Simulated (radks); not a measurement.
Values are calculated unless marked as measured or tabulated.
Task: Te13+, 39 electrons, occupied as [Kr] 4d3. Level of theory: Dirac Kohn-Sham, LDA (Slater exchange, Perdew-Zunger correlation), spin-unpolarised, spherical densities, finite nucleus; open shells are shared between the two j in proportion to 2j + 1; Fermi nuclear charge, rms radius 4.7423 fm (a radial shooting solver on a logarithmic mesh with Libxc functionals).

Spin-orbit splittings of the eigenvalues, e(l+1/2) - e(l-1/2), with zeta = 2 splitting/(2l+1) and mean radii in bohr:

shell  occ.  splitting (eV)  zeta (eV)  <r> j=l-1/2  <r> j=l+1/2
2p        6           274.2      182.8       0.1008       0.1064
3p        6               ?          ?       0.3112       0.3225
3d       10           10.86      4.346       0.2927       0.2962
4p        6           11.71      7.806       0.7446       0.7658
4d        3           2.153     0.8614       0.8110       0.8174

Estimate the 3p splitting.

Result: 51.58 eV (zeta = 34.39 eV).
